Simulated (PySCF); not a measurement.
**Gallium: a sound run and one with changed settings**

Sound run: Ga [Ar] 3d10 4s2 4p1, Ga⁺ [Ar] 3d10 4s2. Calculation: PySCF 2.14, in x2c-TZVPall; the spin-free X2C one-electron Hamiltonian (Gaussian nucleus). The sound run starts from symmetry-adapted Hartree-Fock orbitals and uses a fine grid where one is needed.

A second run was set up differently.

```tsv
species	method	sound run (hartree)	changed run (hartree)	converged
Ga	UHF	-1942.16906	-1942.16906	yes
Ga	r2SCAN	-1943.79381	-1943.79491	yes
Ga	M06-L	-1943.74111	-1943.74221	yes
Ga⁺	UHF	-1941.96637	-1941.96637	yes
Ga⁺	r2SCAN	-1943.56993	-1943.56993	yes
Ga⁺	M06-L	-1943.53163	-1943.53163	yes
```

Ionisation energy of Ga:

```
method  sound run (eV)  changed run (eV)
   UHF           5.516             5.516
r2SCAN           6.092             6.122
 M06-L           5.700             5.730
```

(1) What was changed?
A. all electrons correlated in a valence basis
B. level shift left on
C. too few SCF iterations
D. angular grid far too coarse

Answers

(1) D. It used 26 angular points. A coarse angular grid integrates products of high-l functions wrongly, so density functionals can shift, and the SCF can exploit the error; Hartree-Fock and MP2 need no grid.
